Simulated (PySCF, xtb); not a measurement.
C5H6O2. Atoms are numbered in the order given.

```xyz
13

C     -0.3318    -2.6278     0.0000
C      0.6395    -1.4854     0.0000
C      0.2775    -0.1979     0.0000
O     -1.0154     0.2761     0.0000
C     -0.9306     1.6525     0.0000
C      0.3563     2.0092     0.0000
O      1.1393     0.8756     0.0000
H     -0.2009    -3.2745     0.8858
H     -0.2009    -3.2745    -0.8858
H     -1.3712    -2.2687     0.0000
H      1.7135    -1.6811     0.0000
H     -1.8596     2.2130     0.0000
H      0.8624     2.9690     0.0000
```
Charge 0, spin multiplicity 1.

Geometry: B3LYP-D3(BJ)/def2-SVP.

Calculation: IEF-PCM-ωB97X/def2-SVP in PySCF 2.14.0.

The values are the electrostatic part of the solvation free energy, E(continuum) − E(gas) at the gas-phase geometry, in a cavity of scaled van der Waals radii (PySCF's table); cavitation and dispersion terms are not included. In vacuum the orbital gap is 10.46 eV. The dipole moment in vacuum is 2.00 D.

Computed values in water (ε = 78.36), chloroform (ε = 4.71), n-hexane (ε = 1.88):
| solvent | ε | ΔG(elec) (kcal/mol) | dipole (D) | gap (eV) |
|---|---|---|---|---|
| water | 78.36 | -4.0 | 2.46 | 10.72 |
| chloroform | 4.71 | -2.8 | 2.33 | 10.64 |
| n-hexane | 1.88 | -1.4 | 2.17 | 10.55 |

For comparison, GFN2-xTB/ALPB(water) (xtb, at the GFN2-xTB geometry, all terms of that model) gives -1.4 kcal/mol.
